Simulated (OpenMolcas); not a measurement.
# 3s² 3p² along the 14-electron sequence

```
Program             : OpenMolcas
Method              : SS-CASPT2, IPEA 0.25 Eh, imaginary shift 0.1 Eh
Basis               : ANO-RCC-VTZP
Scalar Hamiltonian  : DKH2, point nucleus
Spin-orbit coupling : RASSI with atomic mean-field integrals over the reference wave functions, term energies averaged over their components
```

Active space for each ion: 4 electrons in 4 orbitals (3s 3p); closed shells correlated by CASPT2: 2s 2p.

Computed levels in cm-1 above ³P₀:

| Level | S2+ | Cl3+ | Ar4+ |
| --- | --- | --- | --- |
| ³P₁ | 266 | 450 | 697 |
| ³P₂ | 746 | 1235 | 1866 |
| ¹D₂ | 11010 | 13500 | 16040 |
| ¹S₀ | 25780 | 31190 | 36620 |
| weight of ³P in the lowest level (%) | 100 | 100 | 100 |

Measured, with the error of the calculation in %. Measured levels: S2+ from NIST levels in Podobedova, Kelleher and Wiese, J. Phys. Chem. Ref. Data 38, 171 (2009); Cl3+ from Moore, Atomic Energy Levels, vol. I, NSRDS-NBS 35 (1971 reprint of NBS Circular 467, 1949); Ar4+ from Saloman, J. Phys. Chem. Ref. Data 39, 033101 (2010).

```tsv
Level	S2+	Cl3+	Ar4+
³P₁	299 (-11.0)	491 (-8.3)	763 (-8.7)
³P₂	833 (-10.4)	1341 (-7.9)	2029 (-8.0)
¹D₂	11323 (-2.7)	13766 (-1.9)	16299 (-1.6)
¹S₀	27161 (-5.1)	32550 (-4.2)	37912 (-3.4)
```

The fine-structure level ³P₂ changes by a factor of 2.5 from S2+ to Ar4+. Its fourth root runs 5.23, 5.93, 6.57, with steps per unit of Z of 0.70, 0.64; equal steps would mean a (Z - σ)^4 law with constant σ.

¹D₂ changes by a factor of 1.46 over the same range, with steps per unit of Z of +2490, +2540 cm-1.

CASPT2 does not keep the components of a term degenerate, so their means are used; among the terms shown or strongly mixed into the levels shown the widest spread is 23 cm-1 (3s² 3p² ¹D, Cl3+). Over all roots computed the reference weight is 0.85 to 0.99 in S2+, 0.86 to 0.99 in Cl3+, 0.87 to 0.99 in Ar4+; the roots of lowest weight are the least certain, and an intruder state may touch them. Terms from blocks run as CI alone lack orbitals of their own. Computed and measured levels are paired by configuration, term and J; levels that our copy of the source lacks, or whose pairing is in doubt (as where it misses far off the trend of its configuration), stay unpaired and out of the deviations. Only configurations of the active space appear.
